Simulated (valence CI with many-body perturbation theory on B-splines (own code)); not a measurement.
**Se XXII: fill in the table**

Computed by valence CI with perturbative core correlation (CI+MBPT): three valence electrons over a frozen Dirac-Fock core [Ne], a basis of 11 s, 11 p, 10 d, 8 f, 5 g, 2 h functions for each j, with the one-electron correlation potential Σ1, the two-electron term Σ2, the three-electron term Σ3, Breit, model QED; selected CI, second order for the rest, scaled by the run's own slope (own B-spline code, finite nucleus).

No measured levels were compared; by estimate levels of excited configurations hold to 0.05 to 0.15 % of their energy, terms of the ground configuration to about 0.5 %.

| Level | E (eV) |
| --- | --- |
| 3s2.3p 2P°_1/2 | 0.00 |
| 3s2.3p 2P°_3/2 | 9.13 |
| 3s.3p2 4P_1/2 | 46.06 |
| 3s.3p2 4P_3/2 | 50.68 |
| 3s.3p2 4P_5/2 | ? |
| 3s.3p2 2D_3/2 | 63.75 |
| 3s.3p2 2D_5/2 | ? |
| 3s.3p2 2P_1/2 | 73.44 |
| 3s.3p2 2S_1/2 | 82.54 |
| 3s.3p2 2P_3/2 | ? |
| 3s2.3d 2D_3/2 | ? |
| 3s2.3d 2D_5/2 | 95.45 |
| 3p3 2D°_3/2 | 117.24 |
| 3p3 2D°_5/2 | ? |
| 3p3 4S°_3/2 | 122.44 |
| 3s.3p.3d 4F°_3/2 | 127.96 |
| 3s.3p.3d 4F°_5/2 | 129.85 |
| 3s.3p.3d 4F°_7/2 | 132.75 |
| 3p3 2P°_1/2 | ? |
| 3p3 2P°_3/2 | 136.48 |

Names give the largest LS component (configuration and term), which can be under half, so a name can repeat, a term be missing and a line seem to break the LS rules; names also repeat where a configuration has a term twice.

The levels stand in rising order. What does the calculation give for the missing energies?

3s.3p2 4P_5/2 54.40; 3s.3p2 2D_5/2 66.28; 3s.3p2 2P_3/2 83.98; 3s2.3d 2D_3/2 94.22; 3p3 2D°_5/2 121.30; 3p3 2P°_1/2 133.04.
